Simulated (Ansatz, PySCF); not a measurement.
HCl (SMILES Cl) and HBr (SMILES Br) are pulled apart as rigid monomers along the line of their centres of mass, from the B3LYP-D3(BJ)/def2-TZVP minimum. Starting geometry (charge 0, multiplicity 1):
```xyz
4

Cl     0.53482    -0.46597    -0.22562
H      0.80027     0.78568    -0.12357
Br     0.17720    -0.30934     3.68880
H      0.25519    -0.59205     2.28871
```

Interaction energies with rigid monomers; basis-set methods are counterpoise corrected unless marked otherwise.

Cores are frozen in the correlated methods. Filled d and f shells under p-block atoms count as core. Rows in 6-31G*, LANL2DZ carry no dispersion term and start afresh at each structure (6-31G* with six Cartesian d functions); the Pople sets are all-electron and without relativity. LANL2DZ brings its own core potentials from Na on.

Codes used: Ansatz (a first-principles code) with Gaussian orbitals; PySCF for 6-31G* rows, LANL2DZ rows. 

```csv
Cl1···H4 (Å),HF/def2-QZVPPD (meV),r2SCAN/def2-TZVPPD (meV),B3LYP/LANL2DZ (no counterpoise) (meV),M06-2X/6-31G* (no counterpoise) (meV),CCSD(T)/def2-QZVPPD (meV)
2.28,83.1,-56.7,-19.9,___,-31.2
2.53,8.9,-72.9,-58.6,-78.4,-64.9
2.91,-22.8,-58.8,-55.3,-66.7,-60.9
3.54,-20.6,-29.5,-28.5,-36.0,-33.9
4.56,___,-9.9,-8.3,-12.8,-12.2
```

**Question.** What belongs in the gaps?

**Answer.** 
- 4.56, HF/def2-QZVPPD (meV): -9.2
- 2.28, M06-2X/6-31G* (no counterpoise) (meV): -46.4
